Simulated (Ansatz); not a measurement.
`CBC(C)F` + `[AlH3]` → `CB[CH](F)[AlH2]` + CH₄  (formal exchange of groups at a C–C bond)

Isolated molecules relaxed with PBE0-D4/def2-TZVP in Ansatz; ΔE leaves out vibrations. CBS: MP2 limit from def2 TZ/QZ plus the TZ coupled-cluster correction, frozen cores. This one scheme is used for every species. DFT in def2-TZVPP. B3LYP here is the variant with VWN-RPA as its local correlation; programs differ in this. Each species was taken in one conformer, which may not be the lowest.

Task: Is it downhill or uphill in electronic energy at CCSD(T)/CBS, and by how much? (An estimate is asked.)

Result: Ansatz gave: Downhill: ΔE = -0.47 eV.

Task: What do these levels give: B3LYP-D4, PBE0, CCSD(T)/def2-TZVPP, MP2/def2-QZVPP, SCS-MP2/def2-QZVPP, HF/CBS(def2)? (Best estimate.)

Result: The calculation gave: B3LYP-D4 -0.43, PBE0 -0.56, CCSD(T)/def2-TZVPP -0.45, MP2/def2-QZVPP -0.51, SCS-MP2/def2-QZVPP -0.38, HF/CBS(def2) 0.14 eV.

Largest T1 diagnostic among the species: 0.013.

From PBE to PBE0 (25 % exact exchange), in def2-TZVPP and without D4, ΔE moves by +0.12 eV. The D4 term adds −0.05 eV with B3LYP and −0.02 eV with PBE0; it sums over pairs of atoms, weighted by their polarisabilities, and B3LYP, whose exchange is more repulsive, gets the larger term. In def2-TZVPP, CCSD(T) changes the Hartree–Fock value by −0.59 eV (the triples alone add −0.10 eV) and MP2 by −0.64 eV.
